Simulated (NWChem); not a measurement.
C$_{2}$H$_{4}$Cl$_{2}$; SMILES CC(Cl)Cl

All runs: NWChem. Structure relaxed at the PBE0/def2-SVP level. Level: M06-2X/def2-SVP with SMD (1 M gas to 1 M solution), gas-phase geometry.

| solvent | dielectric constant | solvation free energy (kcal/mol) | cavity-dispersion-structure term (kcal/mol) | dipole in solution (D) |
|---|---|---|---|---|
| water | 78.4 | -1.4 | 2.0 | 2.65 |
| chlorobenzene | 5.70 | -5.3 | -2.5 | 2.53 |
| benzene | 2.27 | -4.7 | -2.9 | 2.35 |
| acetonitrile | 35.7 | -5.1 | -1.7 | 2.63 |
